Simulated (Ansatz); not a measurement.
`CO[SiH](S)Cl`, relaxed with RKS PBE0-D4/def2-TZVP in Ansatz 0.2.0 from a GFN2-xTB geometry. The force threshold is 0.005 eV/Å; the program also tests the step.

Total charge 0; spin multiplicity 1.

Start:

```xyz
10

C    -0.749    0.113    1.424
O     0.266   -0.012    0.466
Si    0.123   -0.155   -1.137
S     2.157   -0.026   -1.775
Cl   -1.017    1.316   -1.901
H    -0.297    0.499    2.337
H    -1.197   -0.863    1.624
H    -1.525    0.799    1.081
H    -0.446   -1.432   -1.540
H     2.684   -0.240   -0.579
```

Task: How much energy does the relaxation release, and in how many steps? (Estimate.)

Result: The calculation gave: 0.11 eV, in 17 steps.

Task: Which bonds change most? (Estimate.)

Result: Ansatz gave: Si3–Cl5 from 2.012 to 2.050 Å; Si3–H9 from 1.454 to 1.480 Å; Si3–S4 from 2.135 to 2.111 Å; S4–H10 from 1.324 to 1.346 Å.

Task: Give the relaxed structure. (Best estimate.)

Result: The calculation gave: 
```xyz
10

C    -0.826    0.148    1.437
O     0.280    0.310    0.570
Si    0.249   -0.075   -1.009
S     2.168    0.222   -1.836
Cl   -1.016    1.152   -2.056
H    -0.467    0.253    2.461
H    -1.286   -0.839    1.324
H    -1.582    0.915    1.246
H    -0.262   -1.455   -1.170
H     2.743   -0.630   -0.967
```
